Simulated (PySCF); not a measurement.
Work out the structure from these simulated measurements.

Formula: C2H3F2NOSi.

- Rotational structure: rotational constants A, B, C: 3.723, 1.244, 1.213 GHz [PBE0-D3(BJ)/def2-TZVP]
- 1H NMR: chemical shifts (computed TMS as zero) by class: 0.40 (3 H) ppm [GIAO B97-2/pcSseg-2]
- Dipole: 2.44 D [B97-2/pcSseg-2]
- NMR, other nuclei: isotropic shieldings of nuclei other than C and H, by class: 216 (1 N), 196 (1 O), 321 (2 F), 404 (1 Si) ppm [GIAO B97-2/pcSseg-2]
- 13C NMR: chemical shifts (computed TMS as zero) by class: 125.5 (1 C), -5.0 (1 C) ppm [GIAO B97-2/pcSseg-2]

Electronic properties: PySCF, gas phase, density fitting. Levels stand in brackets. One conformer (not necessarily the lowest) at the PBE0-D3(BJ)/def2-TZVP geometry, without solvent, vibrations or thermal averaging. Each NMR value is the plain mean over a class of atoms that symmetry, rotation or inversion makes alike.

Problem. Give a SMILES that accounts for the data.

Solution. Numbering: `[CH3:1][Si:2]([F:3])([F:4])[N:5]=[C:6]=[O:7]`. Its formula, C2H3F2NOSi, gives 2 degrees of unsaturation: 0 rings and 2 π bonds in the structure found. 2 carbons fall into 2 classes; from least to most shielded: isocyanate carbon [C6] (125.5 ppm), Si-methyl carbon [C1] (-5.0 ppm). All hydrogens form one class (0.40 ppm): methyl hydrogen. The other shieldings belong to: 216 ppm, isocyanate nitrogen [N5]; 196 ppm, oxygen bonded to C [O7]; 321 ppm, silicon-bound fluorine [F3/F4]; 404 ppm, fluorine-bound silicon [Si2]. By its constants the optimised geometry is an asymmetric top. Structure: methyldifluoroisocyanate silane (`C[Si](F)(F)N=C=O`). The assignments are read from this structure; whether some other isomer fits the data as well wasn't checked.

Shape of the structure used: `[CH3:1][Si:2]([F:3])([F:4])[N:5]=[C:6]=[O:7]`: C1–Si2–N5–C6 -6°.
